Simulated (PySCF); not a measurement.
**Xe²⁺ (xenon, charge +2) across methods**

[Kr] 4d10 5s2 5p3 5d1, high-spin 5D determinant (an excited configuration). Computed with PySCF 2.14 in aug-cc-pwCVTZ-PP with ECP28MDF (8s7p6d4f1g, 96 functions), with a scalar-relativistic core potential.

```json
{"method": "PBE", "E (hartree)": "-327.6416", "mean ε 5s β (eV)": "-39.518", "mean ε 5p α (eV)": "-29.469", "mean ε 5d α (eV)": "-13.959", "Σ⟨r²⟩ (bohr²)": "44.92", "⟨S²⟩": "6.001"}
{"method": "revPBE", "E (hartree)": "-327.7078", "mean ε 5s β (eV)": "-39.310", "mean ε 5p α (eV)": "-29.447", "mean ε 5d α (eV)": "-13.969", "Σ⟨r²⟩ (bohr²)": "44.86", "⟨S²⟩": "6.001"}
{"method": "B97-3", "E (hartree)": "-327.7176", "mean ε 5s β (eV)": "-40.583", "mean ε 5p α (eV)": "-31.039", "mean ε 5d α (eV)": "-14.739", "Σ⟨r²⟩ (bohr²)": "44.82", "⟨S²⟩": "6.001"}
{"method": "PBEsol", "E (hartree)": "-327.3366", "mean ε 5s β (eV)": "-39.555", "mean ε 5p α (eV)": "-29.484", "mean ε 5d α (eV)": "-13.884", "Σ⟨r²⟩ (bohr²)": "44.89", "⟨S²⟩": "6.001"}
{"method": "wB97X-V", "E (hartree)": "-327.6231", "mean ε 5s β (eV)": "-43.376", "mean ε 5p α (eV)": "-33.403", "mean ε 5d α (eV)": "-16.709", "Σ⟨r²⟩ (bohr²)": "44.88", "⟨S²⟩": "6.001"}
{"method": "LDA", "E (hartree)": "-327.1805", "mean ε 5s β (eV)": "-40.121", "mean ε 5p α (eV)": "-29.554", "mean ε 5d α (eV)": "-13.847", "Σ⟨r²⟩ (bohr²)": "45.04", "⟨S²⟩": "6.000"}
{"method": "UHF", "E (hartree)": "-326.67925", "mean ε 5s β (eV)": "-42.334", "mean ε 5p α (eV)": "-35.183", "mean ε 5d α (eV)": "-17.100", "Σ⟨r²⟩ (bohr²)": "45.24", "⟨S²⟩": "6.001"}
{"method": "PBE0", "E (hartree)": "-327.6692", "mean ε 5s β (eV)": "-40.603", "mean ε 5p α (eV)": "-31.104", "mean ε 5d α (eV)": "-14.855", "Σ⟨r²⟩ (bohr²)": "44.85", "⟨S²⟩": "6.001"}
{"method": "r2SCAN", "E (hartree)": "-327.7708", "mean ε 5s β (eV)": "-39.454", "mean ε 5p α (eV)": "-30.093", "mean ε 5d α (eV)": "-13.997", "Σ⟨r²⟩ (bohr²)": "44.84", "⟨S²⟩": "6.001"}
```

Energies and moments cover only the electrons outside the core potential. The outer electron is Rydberg-like, and this basis confines it to a smaller radius and binds it less than a complete one would.
